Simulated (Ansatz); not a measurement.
Cost and result up the ladder for triphenyltelluronium bromide (C18H15BrTe) (35 atoms). Total charge 0; singlet. Geometry: PBE-D4/def2-SVP.

Ansatz on 2 threads of AMD EPYC 7R13 on a shared host and a share (18 GiB) of an NVIDIA H100 80GB HBM3. Times are rough, and most runs start from the orbitals of an earlier one. ωB97M-V/def2-TZVP serves as the yardstick here, not as an exact answer. Differences are given only for rows in sets of like size (and for xTB, whose basis is part of the method), since another set adds its own error. Binding counts from free atoms at the same level (Br doublet, C triplet, Te triplet, H doublet; other spins of the atoms weren't run), without zero-point energy or a counterpoise term.

In the def2 sets Te takes a core potential; there is no spin–orbit coupling. Correlated methods freeze 31 core orbitals; core or outer-core shells of Br, Te are correlated, in sets that lack core-valence functions. The rows differ in basis, and correlated rows in double-zeta sets carry the largest basis error. Single mean-field runs in def2-TZVP are fitted with def2-universal-jkfit.

Correlated methods converge slowly with the basis, most of all in double-zeta sets.

```csv
level,functions,wall time,binding energy per atom (eV),difference from ωB97M-V/def2-TZVP (eV),remarks
PBE-D4/def2-SVP,385,5.5 s,5.19,–,–
MP2/def2-SVP,385,5.5 s,4.85,–,restricted SCF unstable
r2SCAN-D4/def2-TZVP,746,6.5 s,4.96,0.05,–
PBE0-D4/def2-TZVP,746,7 s,5.01,0.10,–
LDA (SPW92)/def2-TZVP (with forces),746,7 s,5.71,0.80,–
PBE0-D4/def2-SVP,385,7 s,5.08,–,–
PBE-D4/def2-TZVP (with forces),746,7.5 s,5.12,0.21,–
B97M-V/def2-TZVP,746,13 s,4.93,0.02,–
ωB97M-V/def2-TZVP,746,15 s,4.91,0.00,–
```
